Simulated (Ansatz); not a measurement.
The same path of FH5Si2 + H2S (11 atoms, charge 0, multiplicity 1) was run twice with different band settings. Lost on the way: Si1–F2, H6–S7. Made: Si1–S7, F2–H6.

Computed with Ansatz 0.2.0, RKS r2SCANh-D4/6-31G*.

Relaxed end points:

```xyz
11
Properties=species:S:1:pos:R:3
Si -1.335 -0.175 -0.405
F -0.760 -1.673 -0.657
H -1.153 0.618 -1.646
H -2.792 -0.302 -0.134
Si -0.299 0.824 1.434
H 1.427 -1.475 -1.501
S 2.209 -0.443 -1.862
H -0.641 0.093 2.684
H 1.180 0.872 1.302
H -0.818 2.215 1.551
H 2.982 -0.555 -0.767
```

```xyz
11
Properties=species:S:1:pos:R:3
Si -0.700 0.355 -0.931
F 0.310 -2.166 0.609
H -1.020 1.630 -1.631
H -1.808 -0.601 -1.164
Si -0.204 0.695 1.335
H 0.786 -1.968 -0.184
S 0.975 -0.593 -1.962
H -0.960 -0.232 2.207
H 1.259 0.535 1.540
H -0.565 2.097 1.694
H 1.927 0.248 -1.514
```

Common settings: spring 5.0 eV/Å²; optimiser quadratic models (default); start path through a guess of the saddle point; force threshold 0.03 eV/Å; iteration limit 60; end points relaxed.

| run | movable images | climbing image |
| --- | --- | --- |
| 1 | 5 | yes |
| 2 | 3 | no |

Problem. What does each run give, and how far can it be trusted?

Solution. Run 1: converged after 20 iterations, highest image 1.756 eV above the first end. A vibrational analysis at the climbing image gives one clearly imaginary mode, 744i cm⁻¹: a first-order saddle point.
Run 2: converged after 16 iterations, highest image 1.016 eV above the first end. No image climbed, so the highest image needn't sit at the top of the path. A band with more images between the same ends climbed to 1.76 eV, so this one has probably stepped over the top. So few images can step over the top or miss a turn of the path.
The orbitals stay closed-shell, which can raise the energy where a bond breaks towards radicals; this wasn't checked here.
